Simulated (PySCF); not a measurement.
# Assignment exercise: C8H9FO

Atoms are numbered as in `[CH:1]#[C:2][C@@H:3]([CH3:4])[C@:5]1([F:6])[CH:7]=[CH:8][O:9][CH2:10]1`; H(Xn) means a hydrogen on atom n. Ha(C10) is pro-R; Hb(C10) is pro-S.

Level of theory: geometry: PBE0-D3(BJ)/def2-SVP, GIAO PBE0/pcSseg-1 shieldings, in PySCF 2.14 (no solvent, non-relativistic Hamiltonian, one conformer, equivalent nuclei averaged).

Referencing at the same level of theory: ¹³C (σ = 184.41 ppm) and ¹H (σ = 31.27 ppm) vs TMS.

Question: Assign these signals to the numbered atoms. ¹³C{¹H} NMR (computed): δ 161.2 (CH), 106.6 (CH), 106.2 (C), 88.2 (C), 79.7 (CH), 77.3 (CH2), 35.7 (CH), 16.7 (CH3).

Answer: 
| δ (ppm) | atoms | environment | reason |
| --- | --- | --- | --- |
| 161.2 | C8 | alkene carbon bearing oxygen | an sp2 carbon further deshielded by the attached heteroatom |
| 106.6 | C7 | β carbon of an enol-ether or enamine type C=C | the O or N lone pair pushes π density onto this β carbon and shields it |
| 106.2 | C5 | allylic fully substituted sp3 carbon bonded to F | deshielded by the electronegative neighbour |
| 88.2 | C2 | alkyne carbon | the triple bond shields along its axis, which puts it between sp3 and sp2 carbons |
| 79.7 | C1 | terminal alkyne carbon | sp carbons lie upfield of alkene carbons because the cylindrical π system leaves one tensor component strongly shielded |
| 77.3 | C10 | sp3 CH2 bonded to O | the inductive effect lowers its shielding |
| 35.7 | C3 | propargylic sp3 CH | aliphatic region, no heteroatom directly attached |
| 16.7 | C4 | methyl carbon | saturated and bonded to C and H only |

C7 and C5 lie closer than the usual error of such a calculation, so a measured spectrum could show them in the other order.

Question: Assign these signals to the numbered atoms. ¹H NMR (500 MHz, computed): δ 6.58 (m, 1H), 5.16 (m, 1H), 4.45 (m, 1H), 4.31 (m, 1H), 2.87 (m, 1H), 2.04 (d, 1H), 1.23 (d, 3H).

Answer: 
6.58 → H(C8), hydrogen on an alkene carbon bearing oxygen: attached to an sp2 carbon and in the plane of the double bond
5.16 → H(C7), hydrogen on a β carbon of an enol-ether or enamine type C=C: olefinic region
4.45 → Ha(C10), hydrogen on an sp3 CH2 bonded to O: its carbon carries O, which withdraws density
4.31 → Hb(C10), hydrogen on an sp3 CH2 bonded to O
2.87 → H(C3), hydrogen on a propargylic sp3 CH
2.04 → H(C1), hydrogen on a terminal alkyne carbon: it lies on the axis of the triple bond, in its shielding cone
1.23 → H(C4), hydrogen on a methyl carbon

Splittings by ¹⁹F in the carbon and heteronuclear signals aren't shown, as no couplings were computed. Shifts are as computed. Against solution values, carbons near 30 ppm lie about +2 ppm off and those near 130 ppm about +5 ppm. Of 1309 compounds with measured shifts, 239 miss one by over three times the rms of a fit or turn the order of signals round; such compounds aren't used in these exercises. Multiplicities follow the n + 1 count of equivalent neighbours, as no J values were calculated; m marks all less simple cases, F and P coupling included.
